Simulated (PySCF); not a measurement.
bromoethene (C2H3Br), SMILES C(Br)=C. Coordinates come from a PBE-D3(BJ)/def2-TZVP optimisation.

Calculation: PBE-D3(BJ)/def2-TZVP (PySCF 2.14.0).

Harmonic wavenumbers (cm⁻¹): 338, 583, 595, 880, 937, 984, 1236, 1358, 1609, 3081, 3139, 3175. Rotational constants (GHz): 54.89, 4.084, 3.802; symmetry number 1.

Q: Work out the zero-point energy and the ideal-gas rigid-rotor harmonic-oscillator thermochemistry at 298.15 K and 1 atm.

A: ZPE = ½ Σ hcν = ½ × 17915 cm⁻¹ = 107.15 kJ/mol. H − E(el) = 119.37 kJ/mol. Entropy in J/(mol K): translation 167.02, rotation 98.11, vibration 10.86, total 275.99. G − E(el) = 37.09 kJ/mol. Cp = 56.02 J/(mol K).
